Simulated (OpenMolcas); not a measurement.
# Computed transition rates of Cl³⁺

| Quantity | Value |
| --- | --- |
| Program | OpenMolcas |
| Method | MS-RASPT2, IPEA 0.25 Eh, imaginary shift 0.1 Eh (closed shells correlated: 2s 2p) |
| Basis | ANO-RCC-VQZP [6s5p3d2f1g] |
| Scalar Hamiltonian | DKH2, point nucleus |
| Active space | 4 electrons in 9 orbitals (RAS2 3s 3p; RAS3 3d, at most 2 electrons) |
| State averaging | 2S+1 = 3 even, 6 roots; 2S+1 = 1 even, 12 roots; 2S+1 = 5 odd, 1 root; 2S+1 = 3 odd, 9 roots; 2S+1 = 1 odd, 8 roots |
| Spin-orbit coupling | state interaction with AMFI integrals over the reference wave functions, term energies averaged over their components |

Rates come from the transition moments of the reference wave functions (E1 and E2 in the length form). At fixed line strength A goes as λ^-3 for E1 and M1 and as λ^-5 for E2, so a rate at the computed wavelength can be rescaled to the measured one. Measured vacuum wavelengths follow from level energies in Moore, Atomic Energy Levels, vol. I, NSRDS-NBS 35 (1971 reprint of NBS Circular 467, 1949). Branching counts decays inside the model space alone, at computed energies, and the table is only a selection of the E2 and M1 lines, drawn from those between levels with measured partners whose computed energy lies within a factor of 1.5 of the measured one.

| Upper | Lower | Type | λ computed (nm) | λ measured (nm) | A computed (s-1) | A rescaled (s-1) | Branching % |
| --- | --- | --- | --- | --- | --- | --- | --- |
| 3s² 3p² ³P₁ | 3s² 3p² ³P₀ | M1 | 23250 | 20370 | 1.44e-03 | 2.14e-03 | 100.0 |
| 3s² 3p² ³P₂ | 3s² 3p² ³P₁ | M1 | 13160 | 11760 | 5.93e-03 | 8.31e-03 | 100.0 |
| 3s² 3p² ¹D₂ | 3s² 3p² ³P₂ | M1 | 790 | 804.8 | 1.57e-01 |  | 71.3 |
| 3s² 3p² ¹D₂ | 3s² 3p² ³P₁ | M1 | 745.2 | 753.3 | 6.25e-02 |  | 28.4 |
| 3s² 3p² ¹S₀ | 3s² 3p² ¹D₂ | E2 | 528.2 | 532.4 | 2.90e+00 | 2.79e+00 | 57.5 |
| 3s² 3p² ¹S₀ | 3s² 3p² ³P₂ | E2 | 316.6 | 320.4 | 2.77e-02 |  | 0.5 |
| 3s² 3p² ¹S₀ | 3s² 3p² ³P₁ | M1 | 309.1 | 311.9 | 2.12e+00 |  | 42.0 |

Spin-changing lines and M1 lines between different terms are not rescaled, since their strength hangs on the term gaps too.

The largest correction is for 3s² 3p² ³P₁ → 3s² 3p² ³P₀ (M1): 1.44e-03 × (23250 / 20370)^3 = 2.14e-03 s-1, a factor of 1.49.

No measured rate stands beside these. Rescaling mends the energy factor alone: line strengths can still be far off where a level mixes with configurations outside the active space, and weak or spin-changing lines hang on small mixing coefficients that depend on the term gaps too, so rescaling need not improve them.

CASPT2 does not keep the components of a term degenerate, so their means are used; among the terms shown or strongly mixed into the levels shown the widest spread is 14 cm-1 (3s² 3p² ¹D). Active for correlation alone: 3d; no level in the range computed is led by a configuration that fills it, so any true level of that kind is missing. Measured partners are found by configuration, term and J. A level has none where our copy of the source lacks it or the pairing is in doubt (some pairs that miss far off the trend of their configuration count as doubtful). Only configurations of the active space appear.
